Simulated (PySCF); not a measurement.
# One molecule, several mistakes: AlBH3N

Calculated results; nothing here was measured. The program is PySCF 2.14.0, an open-source quantum chemistry code, run on an isolated molecule that a program drew, which may never have been made. The molecule is AlBH3N (charge 0, singlet), drawn as the SMILES string `N[BH][Al]`.

Each row is a Hartree-Fock (HF) and frozen-core CCSD(T) single point in the cc-pV(D+d)Z basis, meant for a local HF minimum. Run 1 is clean. Each other run has one planted mistake out of seven kinds, and not every kind appears here: one electron removed, one electron added, multiplicity raised by two, geometry at a saddle point, minimal basis STO-3G, one bond length entered in bohr, all coordinates scaled. The reference is restricted for singlets and unrestricted otherwise, and also for a bond in bohr. Adding or removing an electron swaps singlet and doublet. Electrons count all cores. HOMO and LUMO are orbital energies over both spins, the gradient is its largest component, and the lowest frequency (negative if imaginary) is given only where the gradient is small. Bond lengths are over the 5 bonds as drawn. T1 is the CCSD diagnostic: over 0.02 (restricted) or 0.045 (unrestricted) a single reference is doubtful.

Geometry of the clean run:
```xyz
6
AlBH3N, angstrom
N    -0.5376   -1.8529   -2.4447
B    -0.5430   -2.9031   -1.5226
Al   -2.2524   -4.3284   -1.2266
H     0.2363   -1.2286   -2.5599
H    -1.2968   -1.6396   -3.0581
H     0.4768   -2.9979   -0.8668
```

| run | electrons | basis functions | <S^2> | HOMO (eV) | LUMO (eV) | gradient (hartree/bohr) | lowest frequency (cm^-1) | mean bond (Å) | longest bond (Å) | T1 | HF (hartree) | CCSD(T) (hartree) | mistake |
|---|---|---|---|---|---|---|---|---|---|---|---|---|---|
| 1 | 28 | 66 | 0.000 | -6.74 | 0.93 | 2.5e-05 | 173 | 1.3718 | 2.245 | 0.0171 | -322.78588 | -323.13603 | no fault |
| 2 | 28 | 66 | 0.000 | -6.61 | 0.99 | 4.0e-02 | - | 1.3101 | 2.144 | 0.0157 | -322.77482 | -323.12080 | all coordinates scaled |
| 3 | 27 | 66 | 0.793 | -14.72 | -5.20 | 4.2e-02 | - | 1.3718 | 2.245 | 0.0225 | -322.56743 | -322.88761 | one electron removed |
| 4 | 29 | 66 | 1.078 | 0.07 | 6.38 | 2.3e-02 | - | 1.3718 | 2.245 | 0.0635 | -322.76879 | -323.12557 | ? |

**Which mistake was planted in run 4, and what did it cost?**

It counts 29 electrons, one more than the clean run, at the same geometry and basis. So the mistake is: one electron added. Subtracting run 1 and multiplying by 627.51 kcal/mol a hartree, the energy moved by 10.7 kcal/mol in HF and 6.6 kcal/mol in CCSD(T).

Cautions from the logs. Run 4: T1 is over the limit, so its CCSD(T) energy is less reliable and the HOMO is above zero, so the electron isn't bound and the energy depends on the basis.
